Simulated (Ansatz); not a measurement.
Cost and result for the atomization energy of `N#C[Si](F)Cl` radical (5 atoms, 4 bonds).

```xyz
5

N     0.8676   -1.9504   -0.8274
C     0.4975   -0.9761   -0.3343
Si   -0.0202    0.4932    0.6444
F     0.6873    1.7552   -0.0023
Cl   -2.0322    0.6780    0.5197
```

The species carries charge 0 and has multiplicity 2. All single points use the PBE0-D4/def2-TZVP geometry. Program: Ansatz. All runs use 4 threads of an Arm Neoverse V1 on a shared host. Times are those of one run each, without the atoms' runs, and a repeat can differ threefold. Electronic energies, without spin–orbit coupling; frozen cores. CCSD(T)/CBS adds CCSD(T) − MP2 in def2-TZVPP to the MP2 limit, and its time is that of the two runs behind it. T1 = 0.017; ⟨S²⟩ of the reference is 0.77. B3LYP takes the VWN-RPA correlation (the form of Gaussian; ORCA's B3LYP/G). HSE06 is the plane-wave form, built on full-range PBE exchange.

CCSD(T)/CBS is a level of theory with its own doubt, some kJ/mol a heavy atom from the limit and from the frozen cores, so smaller differences don't rank the functionals.

```tsv
level	functions	wall time	atomization (kJ/mol)	difference from CCSD(T)/CBS	per bond
BLYP-D4/def2-TZVPP	177	1.9 s	2146.0	38.3	9.6
revPBE-D4/def2-TZVPP	177	2 s	2138.6	30.9	7.7
HSE06-D4/def2-TZVPP	177	3.5 s	2121.1	13.4	3.3
B3LYP-D4/def2-TZVPP (with forces)	177	3.7 s	2104.0	-3.7	-0.9
B2PLYP/def2-TZVPP	177	4.6 s	2097.5	-10.2	-2.5
CCSD(T)/def2-SVP	78	4.8 s	1919.7	-188.0	-47.0
r2SCAN-D4/def2-TZVPP (with forces)	177	6 s	2128.2	20.5	5.1
r2SCANh-D4/def2-TZVPP	177	6.5 s	2094.9	-12.8	-3.2
B97M-V/def2-TZVPP	177	8 s	2124.6	16.9	4.2
ωB97X-V/def2-TZVPP	177	8 s	2117.8	10.1	2.5
MP2/def2-QZVPP	311	19 s	2200.1	92.4	23.1
CCSD(T)/def2-TZVPP	177	2.1 min	2026.9	-80.8	-20.2
CCSD(T)/CBS(def2)	–	2.4 min	2107.7	0.0	0.0
```

At CCSD(T), def2-SVP lies −188.0 kJ/mol from the extrapolated value and def2-TZVPP −80.8 kJ/mol: correlation converges slowly with the basis, and small sets miss more of it in the bonded molecule than in its fragments. In def2-TZVPP, CCSD(T) changes the Hartree–Fock value by +612.3 kJ/mol (the triples alone add +60.5 kJ/mol) and MP2 by +736.4 kJ/mol; breaking electron pairs costs correlation energy, which Hartree–Fock lacks. From PBE to PBE0 (25 % exact exchange), in def2-TZVPP and without D4, the atomization energy moves by −93.5 kJ/mol: exact exchange takes away binding that semilocal exchange gives to molecules.
